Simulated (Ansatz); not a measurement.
**Molecular dynamics of ClH3O3Si**

Input:

```yaml
crystal:
  periodic: [false, false, false]
  atoms:
    - { symbol: Si, position_ang: [-0.044257, -0.052044, -0.116009] }
    - { symbol: Cl, position_ang: [-0.105431, -0.091947, 2.050307] }
    - { symbol: O, position_ang: [1.54457, 0.038263, -0.721267] }
    - { symbol: H, position_ang: [1.966992, -0.863457, -0.449669] }
    - { symbol: O, position_ang: [-0.705929, 1.378123, -0.760786] }
    - { symbol: H, position_ang: [-1.707868, 1.320383, -0.519719] }
    - { symbol: O, position_ang: [-0.882873, -1.473931, -0.58667] }
    - { symbol: H, position_ang: [-1.158003, -1.90389, 0.310613] }
basis:
  gaussian: { orbitals: STO-3G }
hamiltonian:
  xc: pbe
  dispersion: d4
md:
  timestep: 0.5
  n_steps: 500
  ensemble: nvt_langevin
  temperature: 700.0
  initial_velocities: maxwell_boltzmann
  seed: 788475
  friction: 0.01
```

Command:

```bash
$ ansatz run input.yaml --threads 1 --pin off --max-ram 2048MiB --backend cpu --events-out ev --progress --plain --runs-dir out
```

It starts from a relaxed structure.

Output, in part (step lines, the closing report, with atoms numbered from 0):

```
md step     0: t =     0.00 fs  T =   612.5 K  F+E_penalty+E_count = -26263.16494590 eV  E_kin = 0.633374 eV  (24 SCF iters)
[... lines left out ...]
Total energy: -26262.81617183 eV, -965.1406927388 hartree
Atom 0 at    -0.712352     0.296801    -0.049048 Å, force     0.153901    -1.735095    -1.306773 eV/Å
Atom 1 at    -0.438553     0.279298     2.112853 Å, force     0.087611    -0.175723    -0.336028 eV/Å
Atom 2 at     0.661283     0.902918    -0.922426 Å, force    -1.029102    -0.565545     0.169583 eV/Å
Atom 3 at     1.103325     1.527418    -0.249824 Å, force     0.321300     0.589864     0.393573 eV/Å
Atom 4 at    -2.173526     1.154434    -0.279918 Å, force    -0.580333     0.384619     0.884652 eV/Å
Atom 5 at    -2.647831     1.115192     0.663446 Å, force     0.549634     0.097444    -0.913788 eV/Å
Atom 6 at    -0.939077    -1.208823    -0.994577 Å, force     0.388195     0.793818     1.259748 eV/Å
Atom 7 at    -1.395047    -1.901241    -0.354739 Å, force     0.108794     0.610617    -0.150967 eV/Å
Dipole moment:    -0.140182     0.034341     0.033950 e Å
```

The steps, from the saved trajectory:

```json
{"time (fs)": "0", "T (K)": "612", "potential energy less start (eV)": "0.000"}
{"time (fs)": "8", "T (K)": "291", "potential energy less start (eV)": "0.270"}
{"time (fs)": "16", "T (K)": "305", "potential energy less start (eV)": "0.221"}
{"time (fs)": "24", "T (K)": "335", "potential energy less start (eV)": "0.197"}
{"time (fs)": "32", "T (K)": "228", "potential energy less start (eV)": "0.349"}
{"time (fs)": "40", "T (K)": "285", "potential energy less start (eV)": "0.418"}
{"time (fs)": "48", "T (K)": "637", "potential energy less start (eV)": "0.356"}
{"time (fs)": "56", "T (K)": "531", "potential energy less start (eV)": "0.307"}
{"time (fs)": "64", "T (K)": "585", "potential energy less start (eV)": "0.386"}
{"time (fs)": "72", "T (K)": "524", "potential energy less start (eV)": "0.425"}
{"time (fs)": "80", "T (K)": "591", "potential energy less start (eV)": "0.448"}
{"time (fs)": "88", "T (K)": "594", "potential energy less start (eV)": "0.496"}
{"time (fs)": "96", "T (K)": "548", "potential energy less start (eV)": "0.654"}
{"time (fs)": "104", "T (K)": "568", "potential energy less start (eV)": "0.416"}
{"time (fs)": "112", "T (K)": "459", "potential energy less start (eV)": "0.457"}
{"time (fs)": "120", "T (K)": "425", "potential energy less start (eV)": "0.487"}
{"time (fs)": "128", "T (K)": "467", "potential energy less start (eV)": "0.425"}
{"time (fs)": "136", "T (K)": "549", "potential energy less start (eV)": "0.296"}
{"time (fs)": "144", "T (K)": "358", "potential energy less start (eV)": "0.348"}
{"time (fs)": "152", "T (K)": "254", "potential energy less start (eV)": "0.364"}
{"time (fs)": "160", "T (K)": "301", "potential energy less start (eV)": "0.375"}
{"time (fs)": "168", "T (K)": "257", "potential energy less start (eV)": "0.394"}
{"time (fs)": "176", "T (K)": "391", "potential energy less start (eV)": "0.378"}
{"time (fs)": "184", "T (K)": "470", "potential energy less start (eV)": "0.440"}
{"time (fs)": "192", "T (K)": "579", "potential energy less start (eV)": "0.370"}
{"time (fs)": "200", "T (K)": "670", "potential energy less start (eV)": "0.416"}
{"time (fs)": "208", "T (K)": "831", "potential energy less start (eV)": "0.349"}
{"time (fs)": "216", "T (K)": "663", "potential energy less start (eV)": "0.381"}
{"time (fs)": "224", "T (K)": "609", "potential energy less start (eV)": "0.430"}
{"time (fs)": "232", "T (K)": "651", "potential energy less start (eV)": "0.498"}
{"time (fs)": "240", "T (K)": "568", "potential energy less start (eV)": "0.487"}
{"time (fs)": "248", "T (K)": "482", "potential energy less start (eV)": "0.434"}
```

The run went to its last step. The mean temperature of the second half is 27 % below the set value. A run of 0.25 ps of so small a system gives no equilibrium averages. Limits of this set-up: minimal basis.

The same pairs are bonded in the first frame and the last. Pairs count as bonded within 1.25 times the sum of covalent radii (0.12 Å more for H–H).

Last frame:

```xyz
8
Properties=species:S:1:pos:R:3
Si -0.712 0.297 -0.049
Cl -0.439 0.279 2.113
O 0.661 0.903 -0.922
H 1.103 1.527 -0.250
O -2.174 1.154 -0.280
H -2.648 1.115 0.663
O -0.939 -1.209 -0.995
H -1.395 -1.901 -0.355
```

Time of the run: 12 min on 1 thread of Arm Neoverse V2 (shared host), peak memory 0.09 GiB.
